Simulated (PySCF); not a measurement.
## `C#CC[C@@H](C)B1OCCO1` in a uniform electric field

Compound: C7H11BO2.
SMILES with atom numbers: `[CH:1]#[C:2][CH2:3][C@@H:4]([CH3:5])[B:6]1[O:7][CH2:8][CH2:9][O:10]1` (hydrogens: H11 on C1; H12, H13 on C3; H14 on C4; H15, H16, H17 on C5; H18, H19 on C8; H20, H21 on C9)

Geometry (PBE0-D3(BJ)/def2-SVP, Å), atoms numbered from 1 in this order:
```xyz
21
C7H11BO2 angstrom
C      4.105    0.880   -0.535
C      2.968    0.857   -0.117
C      1.592    0.815    0.362
C      0.685   -0.134   -0.441
C      1.156   -1.587   -0.393
B     -0.819    0.011   -0.013
O     -1.305    1.045    0.740
C     -2.701    0.869    0.904
C     -3.028   -0.442    0.157
O     -1.789   -0.881   -0.372
H      5.114    0.910   -0.902
H      1.172    1.834    0.343
H      1.592    0.516    1.425
H      0.717    0.196   -1.498
H      2.186   -1.684   -0.769
H      0.504   -2.234   -0.997
H      1.142   -1.976    0.639
H     -2.939    0.814    1.979
H     -3.232    1.738    0.485
H     -3.746   -0.292   -0.665
H     -3.437   -1.218    0.824
```

Level: B3LYP/def2-SVPD (PySCF); nuclei fixed, core orbitals frozen in the response. Permanent dipole (-2.764, 0.080, 0.544) D (1 au = 2.5417 D). Static polarisability (au):

```
x   130.74   3.32 -10.56
y     3.32  88.16   3.93
z   -10.56   3.93  81.73
```

Only the terms in μ and α are kept: μ(F) = μ + αF and ΔE = −μ·F − ½ F·αF.

Question: Apply 0.002 au along ±x, ±y and ±z in turn. Tabulate induced and total dipoles and both energy terms.

Answer: 
| field along | induced x (D) | induced y (D) | induced z (D) | total size (D) | −μ·F (kJ/mol) | −½F·αF (kJ/mol) |
| --- | --- | --- | --- | --- | --- | --- |
| +x | 0.665 | 0.017 | -0.054 | 2.158 | +5.710 | -0.687 |
| −x | -0.665 | -0.017 | 0.054 | 3.481 | -5.710 | -0.687 |
| +y | 0.017 | 0.448 | 0.020 | 2.854 | -0.165 | -0.463 |
| −y | -0.017 | -0.448 | -0.020 | 2.854 | +0.165 | -0.463 |
| +z | -0.054 | 0.020 | 0.415 | 2.978 | -1.124 | -0.429 |
| −z | 0.054 | -0.020 | -0.415 | 2.714 | +1.124 | -0.429 |

Question: For the field (-0.0012, -0.0004, 0.0014) au, what is the induced dipole, and what angle does it make with the field?

Answer: αF = (-0.440, -0.086, 0.319) D, at 13.6° to the field. The polarisability along this direction, F·αF/F², is 111.47 au, against a mean of 100.21 au.

Question: At what field along the permanent dipole would the induced dipole along it equal the permanent one, in this linear picture?

Answer: The polarisability along the dipole is 132.74 au, so F = 1.1088 au / 132.74 au = 0.0084 au = 0.43 V/Å; higher-order terms are ignored.

Question: What field makes μF equal to kT at 400 K?

Answer: kT = 1.2667 × 10⁻³ Eh, so F = 0.00114 au = 5.87 MV/cm.

Question: Induction energy −ᾱe²/2R⁴ of a unit charge at 20 Å, the molecule taken as a point?

Answer: R = 37.79 bohr, so the energy is −100.2/(2 × 37.79⁴) Eh = -0.0645 kJ/mol. The charge–dipole term at its most favourable orientation, −μe/R², is -2.04 kJ/mol.

The structure is a single PBE0-D3(BJ)/def2-SVP conformer in the gas phase; no vibrational or solvent corrections.

The run behind these numbers computed excited states and ΔSCF ions as well. The run took 8.0 min wall on one thread of an Arm Neoverse V2, no GPU, shared host with 96 logical CPUs at a one-minute load of 41, and the process peaked at 1.4 GiB of memory.
